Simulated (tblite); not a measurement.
Record of a relaxation.

C₈H₉O (doublet state).
Atom-mapped SMILES: `[CH2:1][c:2]1[cH:3][cH:4][c:5]([CH2:6][OH:7])[cH:8][cH:9]1` (hydrogens: H10, H11 on C1; H12 on C3; H13 on C4; H14, H15 on C6; H16 on O7; H17 on C8; H18 on C9)
Bond orders are those of one Lewis drawing.

Computed with GFN2-xTB (tblite), gas phase: L-BFGS steps from a force-field or distance-geometry start until the largest atomic force falls under 0.01 eV/Å. 4 of its 83 geometries are shown.

Step 0: E = -699.1523 eV, largest atomic force 3.757 eV/Å
```
atom  x, y, z in Å  |  force x, y, z in eV/Å
C1      3.169   -0.263   -0.338   -2.503   0.300   0.310
C2      1.724   -0.102   -0.145    3.591  -1.099   0.100
C3      1.048    0.945   -0.734   -2.140   1.209  -0.509
C4     -0.338    1.105   -0.552    0.972  -0.855   0.511
C5     -1.044    0.194    0.271    0.431   0.577  -0.374
C6     -2.535    0.333    0.442    0.335   0.198   0.009
O7     -3.226   -0.378   -0.570   -0.117   0.012   0.004
C8     -0.344   -0.864    0.859    0.719  -0.233  -0.054
C9      1.031   -1.018    0.661   -1.383  -0.172   0.375
H10     3.698    0.445   -0.950    0.028  -0.110   0.067
H11     3.689   -1.080    0.129   -0.049   0.146  -0.094
H12     1.560    1.663   -1.363    0.072  -0.118   0.083
H13    -0.862    1.923   -1.018    0.000   0.005  -0.008
H14    -2.836   -0.052    1.419   -0.089  -0.156   0.095
H15    -2.834    1.395    0.401    0.057  -0.166  -0.115
H16    -2.569   -0.796   -1.134   -0.048  -0.052  -0.074
H17    -0.879   -1.589    1.475    0.137   0.276  -0.168
H18     1.539   -1.853    1.135   -0.015   0.237  -0.157
```

Step 27: E = -699.3863 eV, largest atomic force 0.247 eV/Å
```
atom  x, y, z in Å  |  force x, y, z in eV/Å
C1      3.116   -0.266   -0.347   -0.026   0.007   0.018
C2      1.760   -0.118   -0.152    0.032   0.036   0.076
C3      1.037    0.962   -0.737   -0.016  -0.001   0.006
C4     -0.310    1.105   -0.531    0.052  -0.007  -0.051
C5     -1.025    0.197    0.257    0.048   0.023  -0.013
C6     -2.510    0.326    0.421   -0.056   0.007   0.013
O7     -3.246   -0.319   -0.612    0.194  -0.054  -0.143
C8     -0.328   -0.855    0.861    0.042  -0.046  -0.026
C9      1.020   -1.017    0.670    0.007   0.038   0.002
H10     3.671    0.423   -0.958   -0.015  -0.011   0.000
H11     3.662   -1.068    0.116   -0.009  -0.011  -0.016
H12     1.576    1.681   -1.340   -0.034  -0.078   0.030
H13    -0.832    1.936   -0.981   -0.057   0.012  -0.020
H14    -2.823   -0.102    1.382    0.001  -0.066   0.060
H15    -2.810    1.378    0.406    0.003   0.062  -0.010
H16    -2.647   -0.885   -1.119   -0.107   0.067   0.142
H17    -0.864   -1.548    1.493   -0.035  -0.015   0.000
H18     1.545   -1.826    1.159   -0.024   0.037  -0.066
```

Step 55: E = -699.4336 eV, largest atomic force 0.027 eV/Å
```
atom  x, y, z in Å  |  force x, y, z in eV/Å
C1      3.120   -0.270   -0.354    0.002   0.002  -0.003
C2      1.772   -0.095   -0.131    0.007   0.006   0.016
C3      1.052    0.985   -0.718    0.004  -0.006  -0.008
C4     -0.295    1.129   -0.520    0.011  -0.005  -0.006
C5     -1.007    0.222    0.271    0.008  -0.002  -0.005
C6     -2.502    0.324    0.390    0.006   0.015   0.003
O7     -3.151   -0.161   -0.771   -0.018   0.011   0.017
C8     -0.316   -0.832    0.875   -0.002  -0.016  -0.010
C9      1.033   -0.991    0.692   -0.002  -0.003  -0.002
H10     3.673    0.402   -0.986    0.006   0.012   0.006
H11     3.656   -1.091    0.087    0.001   0.004   0.005
H12     1.594    1.689   -1.332   -0.007  -0.001  -0.005
H13    -0.828    1.947   -0.984   -0.008  -0.011   0.000
H14    -2.850   -0.225    1.278   -0.008   0.001  -0.010
H15    -2.818    1.366    0.476    0.001   0.025   0.010
H16    -2.837   -1.056   -0.943   -0.004  -0.022  -0.014
H17    -0.860   -1.530    1.495    0.002  -0.007   0.009
H18     1.556   -1.809    1.165    0.001  -0.003  -0.005
```

Step 82: E = -699.4365 eV, largest atomic force 0.009 eV/Å
```
atom  x, y, z in Å  |  force x, y, z in eV/Å
C1      3.136   -0.242   -0.320   -0.001   0.002   0.001
C2      1.778   -0.101   -0.135    0.001   0.003   0.003
C3      1.052    0.962   -0.744   -0.001   0.001  -0.002
C4     -0.297    1.099   -0.554    0.002  -0.002  -0.001
C5     -1.006    0.200    0.251    0.001  -0.002  -0.003
C6     -2.496    0.334    0.404   -0.003  -0.002  -0.001
O7     -3.192   -0.116   -0.744    0.001   0.004  -0.004
C8     -0.314   -0.856    0.851    0.004   0.001   0.002
C9      1.036   -1.008    0.673    0.001  -0.003  -0.004
H10     3.688    0.451   -0.930    0.005  -0.004  -0.002
H11     3.684   -1.045    0.139   -0.006  -0.001   0.003
H12     1.591    1.663   -1.363   -0.008   0.003  -0.002
H13    -0.835    1.907   -1.028    0.001   0.000   0.001
H14    -2.836   -0.218    1.293    0.002  -0.002   0.005
H15    -2.779    1.384    0.514    0.000   0.001   0.002
H16    -2.923   -1.022   -0.931    0.001   0.001  -0.003
H17    -0.857   -1.558    1.470    0.001   0.001   0.001
H18     1.561   -1.826    1.144    0.000   0.001   0.003
```

Q: Summarise the path.

A: The energy falls by 27.42 kJ/mol from step 0 to step 82; nine tenths of that is first reached at step 38. It rises by more than 0.2 meV at steps 30, 33, 36 and 39. The largest force goes from 3.757 to 0.009 eV/Å. Among the bonds C1–C2 changes most, from 1.467 to 1.378 Å; the atoms move by 0.148 Å rms after alignment.

Q: Follow the three bonds and two angles with the largest change from start to end.

A: 
```tsv
step	E above end (kJ/mol)	largest force (eV/Å)	C1–C2 (Å)	C2–C3 (Å)	C3–C4 (Å)	O7–C6–H15 (°)	H10–C1–H11 (°)
0	27.42	3.757	1.467	1.378	1.407	108.9	120.6
4	5.51	0.187	1.379	1.423	1.374	107.6	116.5
7	5.16	0.084	1.378	1.425	1.368	107.4	116.7
11	4.97	0.030	1.377	1.424	1.370	107.5	117.8
14	4.95	0.014	1.377	1.424	1.369	107.6	117.6
18	4.94	0.019	1.377	1.424	1.370	107.5	117.5
21	4.92	0.016	1.377	1.424	1.370	107.4	117.5
25	4.90	0.028	1.378	1.424	1.370	107.1	117.5
29	4.52	0.168	1.378	1.425	1.371	106.4	117.4
32	4.13	0.155	1.377	1.424	1.370	106.5	117.4
36	8.17	2.024	1.376	1.421	1.366	104.6	118.1
39	2.77	1.006	1.377	1.422	1.367	105.0	118.0
43	1.07	0.269	1.377	1.424	1.369	105.4	117.8
46	0.63	0.082	1.377	1.425	1.369	105.7	117.5
50	0.38	0.050	1.377	1.425	1.369	105.3	117.6
53	0.30	0.041	1.378	1.424	1.369	104.9	117.6
57	0.25	0.039	1.377	1.424	1.369	105.1	117.5
61	0.22	0.036	1.378	1.424	1.369	105.0	117.6
64	0.18	0.028	1.378	1.425	1.369	105.0	117.6
68	0.12	0.034	1.377	1.425	1.369	105.1	117.4
71	0.09	0.023	1.378	1.424	1.369	105.0	117.4
75	0.05	0.027	1.377	1.424	1.368	105.1	117.6
78	0.03	0.037	1.377	1.424	1.369	105.0	117.7
82	0.00	0.009	1.378	1.424	1.369	105.0	117.5
```

What follows is the cost of the whole relaxation. On Arm Neoverse V2, one thread (shared host), this took 0.43 s wall.
